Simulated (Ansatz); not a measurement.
## septet Cr: levels of theory in one basis

A single Cr atom.

Basis set: cc-pVDZ (spherical functions). Correlated methods keep 5 orbitals frozen. Correlation on ROHF uses semicanonical orbitals with singles. Charge 0, multiplicity 7.

Computed with Ansatz (development build ahead of 0.2.0); each method stands on the lowest determinant of its kind that the runs found.

```json
{"method": "ROHF", "E − E(ROHF) (eV)": "0.00", "<S²> of the determinant": "12.00"}
{"method": "UHF", "E − E(ROHF) (eV)": "0.00", "<S²> of the determinant": "12.00"}
{"method": "ROHF-MP2", "E − E(ROHF) (eV)": "-7.07", "<S²> of the determinant": "–"}
{"method": "ROHF-CCSD", "E − E(ROHF) (eV)": "-7.22", "<S²> of the determinant": "–"}
```

Task: What does ROHF-CCSD(T) give on the same scale?

Result: -7.37 eV.

Task: Is a single determinant a sound starting point here?

Result: By this sign, yes. Unrestricted orbitals gain 0.00 eV and <S²> is 12.00 against 12.00 for a pure state.
